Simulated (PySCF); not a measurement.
# Electron correlation in As³⁺ (arsenic, charge +3)

[Ar] 3d10 4s2, closed-shell 1S. Computed with PySCF 2.14 in cc-pVTZ-PP with ECP10MDF, with a scalar-relativistic core potential. Frozen: 3s2 3p6 3d10; 2 electrons correlated.

Total MP2 correlation energy: -30.80 mhartree.

Same-spin part 0.00 and opposite-spin part -30.80 mhartree; SCS-MP2 scales them by 1/3 and 6/5 to -36.96 mhartree.

With two correlated electrons CCSD is exact within the correlated space (frozen core and kept virtual orbitals).

```
level  correlation energy (mhartree)
 CCSD                         -42.05
```

Diagnostics: T1 = 0.0034, D1 = 0.0048, largest double amplitude 0.099.

Q: Is a single reference adequate?

A: Mostly. T1 lies below 0.03, but a double amplitude of this size points to a near-degeneracy that CCSD handles and MP2 describes poorly.
